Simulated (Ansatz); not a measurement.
Correlation energies of F₂H₄MoO₄, SMILES `[OH][Mo]([OH])([OH])([OH])([F])[F]` by basis set

```xyz
11

O    -1.059   -0.130   -1.576
Mo    0.005    0.029   -0.011
O     1.125    0.434    1.471
O    -1.468   -0.747    0.772
O     1.027   -1.501   -0.043
F    -0.619    1.750    0.398
F     1.129    0.878   -1.249
H    -0.714    0.312   -2.359
H     1.044    1.328    1.819
H    -2.346   -0.763    0.377
H     1.876   -1.590    0.401
```

Total charge 0; spin multiplicity 1. Correlated methods include outer-core shells of Mo, which these sets cover unevenly. Mo: def2 effective core potential. The geometry is a stationary point of PBE0-D4/def2-TZVP. It is one conformer, not always the lowest. Frozen core, restricted reference, the Gaussian-basis code of Ansatz.

| basis | HF (Eh) | MP2 corr. | CCSD corr. | (T) | CCSD(T) total |
| --- | --- | --- | --- | --- | --- |
| def2-SVP | ? | -1.59718 | -1.55060 | ? | ? |
| def2-TZVPP | ? | -2.09813 | – | – | – |
| def2-QZVPP | -568.52725 | ? | – | – | – |

Problem. Fill in the withheld values. (Best estimate.)

Solution. Ansatz gave: def2-SVP HF (Eh): -567.81587; def2-SVP (T): -0.06570; def2-SVP CCSD(T) total: -569.43217; def2-TZVPP HF (Eh): -568.49773; def2-QZVPP MP2 corr.: -2.27315.
